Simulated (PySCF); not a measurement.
`C#C[C@H]1CCO[SiH2]CNC1`: 4 charge schemes on one density

Compound: C₇H₁₃NOSi.
Geometry (GFN2-xTB, Å), atoms numbered from 1 in this order:
```
atom  x, y, z in Å
C1     1.438    0.043   -3.402
C2     0.964    0.064   -2.303
C3     0.411    0.098   -0.964
C4     0.784   -1.165   -0.167
C5    -0.418   -2.092   -0.037
O6    -1.525   -1.462    0.543
Si7   -1.650   -0.367    1.729
C8    -0.977    1.394    1.357
N9     0.477    1.376    1.147
C10    0.884    1.372   -0.244
H11    1.843    0.019   -4.369
H12   -0.680    0.141   -1.049
H13    1.605   -1.700   -0.646
H14    1.095   -0.861    0.833
H15   -0.736   -2.444   -1.025
H16   -0.151   -2.965    0.573
H17   -0.967   -0.808    2.951
H18   -3.105   -0.335    1.815
H19   -1.491    1.873    0.510
H20   -1.190    2.019    2.226
H21    0.906    2.172    1.605
H22    0.500    2.245   -0.804
H23    1.978    1.409   -0.267
```

Density: PBE0/pcSseg-1 (PySCF); schemes: Mulliken, IAO, Hirshfeld and ESP-fitted. Isolated species at its GFN2-xTB geometry (one conformer only).

Tabulate the Mulliken, IAO, Hirshfeld and ESP-fitted charges.

In e:

| atom | environment | Mulliken | IAO | Hirshfeld | ESP-fitted |
| --- | --- | --- | --- | --- | --- |
| C1 | terminal alkyne carbon | -0.421 | -0.264 | -0.129 | -0.343 |
| C2 | alkyne carbon | +0.362 | -0.023 | -0.034 | -0.286 |
| C3 | propargylic carbon | -0.391 | -0.131 | -0.016 | +0.430 |
| C4 | ring CH2 carbon | -0.233 | -0.277 | -0.076 | -0.043 |
| C5 | sp3 carbon bound to oxygen | +0.134 | -0.042 | +0.011 | -0.079 |
| O6 | silyl ether oxygen | -0.644 | -0.639 | -0.219 | -0.381 |
| Si7 | oxygen-bound silicon | +0.876 | +0.991 | +0.385 | +0.518 |
| C8 | sp3 carbon bound to nitrogen | -0.382 | -0.460 | -0.119 | -0.215 |
| N9 | secondary amine nitrogen | -0.496 | -0.417 | -0.153 | -0.649 |
| C10 | sp3 carbon bound to nitrogen | +0.046 | -0.137 | -0.022 | -0.127 |
| H11 | alkyne hydrogen | +0.035 | +0.199 | +0.088 | +0.284 |
| H12 | methine hydrogen | +0.172 | +0.158 | +0.043 | +0.061 |
| H13 | methylene hydrogen | +0.136 | +0.151 | +0.044 | +0.056 |
| H14 | methylene hydrogen | +0.155 | +0.148 | +0.030 | +0.029 |
| H15 | methylene hydrogen | +0.114 | +0.142 | +0.042 | +0.088 |
| H16 | methylene hydrogen | +0.112 | +0.132 | +0.040 | +0.101 |
| H17 | Si–H hydrogen | -0.123 | -0.160 | -0.088 | -0.091 |
| H18 | Si–H hydrogen | -0.129 | -0.144 | -0.088 | -0.131 |
| H19 | methylene hydrogen | +0.125 | +0.120 | +0.030 | +0.093 |
| H20 | methylene hydrogen | +0.136 | +0.152 | +0.046 | +0.130 |
| H21 | N–H hydrogen | +0.180 | +0.249 | +0.113 | +0.369 |
| H22 | methylene hydrogen | +0.112 | +0.109 | +0.027 | +0.082 |
| H23 | methylene hydrogen | +0.122 | +0.144 | +0.042 | +0.104 |

Mean size of the charges over all atoms: Mulliken 0.245 e, IAO 0.234 e, ESP-fitted 0.204 e, Hirshfeld 0.082 e. Each set sums to the total charge, 0, to within 0.001 e. The ESP scheme fits charges at the nuclei, held to the total charge, to the electrostatic potential on points at 1.4 to 2.0 times the van der Waals radii.

Lowest charge. The schemes don't all agree: Mulliken O6 (-0.644); IAO O6 (-0.639); Hirshfeld O6 (-0.219); ESP-fitted N9 (-0.649).

Highest charge. All schemes agree: Mulliken Si7 (+0.876); IAO Si7 (+0.991); Hirshfeld Si7 (+0.385); ESP-fitted Si7 (+0.518).

How many electrons does the IAO scheme count on C4?

Z − q = 6 − (-0.277) = 6.277.

How closely do the schemes follow one another over all atoms?

Correlation coefficient and root-mean-square difference: IAO with Hirshfeld 0.98, 0.203 e; Mulliken with IAO 0.92, 0.126 e; Mulliken with Hirshfeld 0.89, 0.221 e; Hirshfeld with ESP-fitted 0.82, 0.181 e; IAO with ESP-fitted 0.78, 0.200 e; Mulliken with ESP-fitted 0.61, 0.263 e.

Sum the charges by element, for elements with more than one atom.

```csv
element,atoms,Mulliken,IAO,Hirshfeld,ESP-fitted
C,7,-0.885,-1.334,-0.384,-0.663
H,13,+1.149,+1.399,+0.370,+1.176
```

These values come from a run that also computed NMR shieldings. The run took 88 s of wall time on one thread, Arm Neoverse V1 (aarch64), shared host with 32 logical CPUs at a one-minute load of 26, and the process peaked at 1.1 GiB of memory.
